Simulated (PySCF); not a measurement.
## Al(2+) (aluminium, charge +2) across methods

[Ne] 3s1, 2S determinant. Computed with PySCF 2.14 in aug-cc-pV(5+d)Z (8s7p6d4f3g2h, 136 functions), with no relativity, point nucleus.

| method | E (hartree) | mean ε 2p α (eV) | mean ε 2p β (eV) | mean ε 3s α (eV) | Σ⟨r²⟩ (bohr²) | ⟨S²⟩ |
| --- | --- | --- | --- | --- | --- | --- |
| BP86 | -241.4725 | -90.446 | -90.226 | -24.558 | 9.208 | 0.750 |
| PBE | -241.3221 | -90.324 | -90.075 | -24.434 | 9.247 | 0.750 |
| LDA | -240.4022 | -90.415 | -90.185 | -24.542 | 9.216 | 0.750 |
| UHF | -241.03074 | -108.01 | -107.72 | -28.061 | 9.361 | 0.750 |
| PBE0 | -241.3462 | -95.048 | -94.796 | -25.452 | 9.254 | 0.750 |
| B97-3 | -241.4324 | -95.410 | -95.217 | -25.433 | 9.210 | 0.750 |
| r2SCAN | -241.4352 | -92.000 | -91.796 | -24.635 | 9.256 | 0.750 |

(1) Estimate the same row for wB97M-V.

Answers

(1) E (hartree) = -241.4529; mean ε 2p α (eV) = -97.344; mean ε 2p β (eV) = -97.135; mean ε 3s α (eV) = -27.676; Σ⟨r²⟩ (bohr²) = 9.303; ⟨S²⟩ = 0.750.
